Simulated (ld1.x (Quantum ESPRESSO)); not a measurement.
## Reading a pseudo-wave (O (Z = 8))

Columns: radius, all-electron u(r) and pseudo u(r) of the 2s shell (level -23.91 eV) of oxygen in the configuration [He] 2s2 2p4; PBE, non-relativistic, TM scheme, ld1.x (Quantum ESPRESSO) 7.5.

```
r (bohr)  all-electron   pseudo
   0.072        0.3945  -0.0661
   0.145        0.3797  -0.1376
   0.217        0.1947  -0.2170
   0.290       -0.0456  -0.3106
   0.362       -0.2780  -0.4181
   0.435       -0.4836  -0.5398
   0.507       -0.6482  -0.6634
   0.580       -0.7752  -0.7771
   0.652       -0.8641  -0.8642
   0.725       -0.9221  -0.9221
   0.798       -0.9532  -0.9532
   0.870       -0.9626  -0.9626
   0.942       -0.9554  -0.9554
   1.015       -0.9354  -0.9354
   1.088       -0.9059  -0.9059
   1.160       -0.8701  -0.8701
   1.232       -0.8300  -0.8300
   1.305       -0.7866  -0.7866
   1.378       -0.7418  -0.7418
   1.450       -0.6972  -0.6972
   1.522       -0.6531  -0.6531
   1.595       -0.6094  -0.6094
   1.668       -0.5671  -0.5671
   1.740       -0.5271  -0.5271
   1.812       -0.4890  -0.4890
   1.885       -0.4524  -0.4524
```

**Question.** How many radial nodes do the two functions have?

**Answer.** The all-electron 2s function has n − l − 1 = 1; the pseudo-wave has 0, since the states of the same l below it are removed with the core.

**Question.** At about which radius was the pseudo-wave matched?

**Answer.** 0.70 bohr, where the columns begin to agree (steps of 0.07 bohr).

**Question.** Is the pseudo-wave norm-conserving?

**Answer.** Yes: the TM scheme keeps the norm inside the radius equal to the all-electron one, which fixes the energy derivative of the logarithmic derivative at the level.
